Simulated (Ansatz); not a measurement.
```json
{"atom": "C", "x (Å)": "0.0000", "y (Å)": "0.0000", "z (Å)": "0.0000"}
{"atom": "C", "x (Å)": "0.0000", "y (Å)": "0.8556", "z (Å)": "1.2684"}
{"atom": "C", "x (Å)": "0.0000", "y (Å)": "0.0000", "z (Å)": "2.5368"}
{"atom": "H", "x (Å)": "0.0000", "y (Å)": "0.6484", "z (Å)": "-0.8762"}
{"atom": "H", "x (Å)": "0.8898", "y (Å)": "-0.6294", "z (Å)": "-0.0144"}
{"atom": "H", "x (Å)": "-0.8898", "y (Å)": "-0.6294", "z (Å)": "-0.0144"}
{"atom": "H", "x (Å)": "-0.8818", "y (Å)": "1.4963", "z (Å)": "1.2684"}
{"atom": "H", "x (Å)": "0.8818", "y (Å)": "1.4963", "z (Å)": "1.2684"}
{"atom": "H", "x (Å)": "0.0000", "y (Å)": "0.6484", "z (Å)": "3.4131"}
{"atom": "H", "x (Å)": "-0.8898", "y (Å)": "-0.6294", "z (Å)": "2.5512"}
{"atom": "H", "x (Å)": "0.8898", "y (Å)": "-0.6294", "z (Å)": "2.5512"}
```

Basis set: 6-31G* (spherical functions). Frozen core: 3 orbitals. Charge 0, multiplicity 1.

Computed with Ansatz (development build ahead of 0.2.0); each method stands on the lowest determinant of its kind that the runs found. Restricted open shells among the atoms or ions are ROHF, correlated in semicanonical orbitals with singles.

The atomization energy at this shape (free ground-state atoms in the same class of orbitals less the molecule, no zero-point energy) of singlet C3H8:

```tsv
method	atomization energy
RHF	33.89 eV
```

**Question.** What does RHF-MP2 give?

**Answer.** 40.17 eV.
